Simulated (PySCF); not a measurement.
## Pm2O3 at several levels of theory

Computed with PySCF 2.14.0 (density fitting, no spin-orbit coupling) at the geometry relaxed with B3LYP:

```xyz
5
Pm2O3 (singlet in the valence; each metal's 4f electrons, 4 of them, lie in its core potential, out of spins and levels)
Pm    0.0000    0.0000    1.4573
Pm    0.0000    0.0000   -1.4573
O     1.5700    0.0000    0.0000
O    -0.7850    1.3596    0.0000
O    -0.7850   -1.3596    0.0000
```

```json
{"level": "B3LYP", "basis": "Pm lcecp-1-SVP with ECP50, O def2-SVP", "state": "singlet", "HOMO (eV)": "-5.01", "gap (eV)": "3.56", "charge on Pm1 (e)": "0.93", "population of f-type functions on Pm1 (polarisation alone where 4f lies in the core)": "0.09", "dipole about the centre of mass (D)": "0.00", "largest force component (eV/Å)": "0.00"}
{"level": "revPBE", "basis": "the same", "state": "singlet", "HOMO (eV)": "-3.89", "gap (eV)": "2.24", "charge on Pm1 (e)": "0.82", "population of f-type functions on Pm1 (polarisation alone where 4f lies in the core)": "0.09", "dipole about the centre of mass (D)": "0.00", "largest force component (eV/Å)": "0.23"}
{"level": "TPSSh", "basis": "the same", "state": "singlet", "HOMO (eV)": "-4.43", "gap (eV)": "3.13", "charge on Pm1 (e)": "0.94", "population of f-type functions on Pm1 (polarisation alone where 4f lies in the core)": "0.09", "dipole about the centre of mass (D)": "0.00", "largest force component (eV/Å)": "0.22"}
{"level": "PBE", "basis": "the same", "state": "singlet", "HOMO (eV)": "-3.98", "gap (eV)": "2.28", "charge on Pm1 (e)": "0.80", "population of f-type functions on Pm1 (polarisation alone where 4f lies in the core)": "0.09", "dipole about the centre of mass (D)": "0.00", "largest force component (eV/Å)": "0.10"}
{"level": "B3LYP", "basis": "Pm lcecp-1-TZVP with ECP50, O def2-TZVP", "state": "singlet", "HOMO (eV)": "-5.09", "gap (eV)": "3.62", "charge on Pm1 (e)": "1.24", "population of f-type functions on Pm1 (polarisation alone where 4f lies in the core)": "0.10", "dipole about the centre of mass (D)": "0.00", "largest force component (eV/Å)": "0.12"}
```

In the lcecp rows the 4f levels are missing from HOMO and gap, and the state counts the valence alone.

Charges are Mulliken's, which hang on the basis. The relaxation used the grid (50, 194), these runs (75, 302) or, all-electron (x2c bases, spin-free X2C Hamiltonian), (99, 590).

(1) What does r2SCAN with Pm lcecp-1-SVP with ECP50, O def2-SVP give here?

An lcecp potential fixes the number of 4f electrons, so in runs with it no electron can move into or out of that shell.

Answers

(1) state singlet, HOMO (eV) -4.11, gap (eV) 2.88, charge on Pm1 (e) 0.94, population of f-type functions on Pm1 (polarisation alone where 4f lies in the core) 0.09, dipole about the centre of mass (D) 0.00, largest force component (eV/Å) 0.29. Time: 11 s on 2 threads of Arm Neoverse V1, on a shared host, from an already converged density.
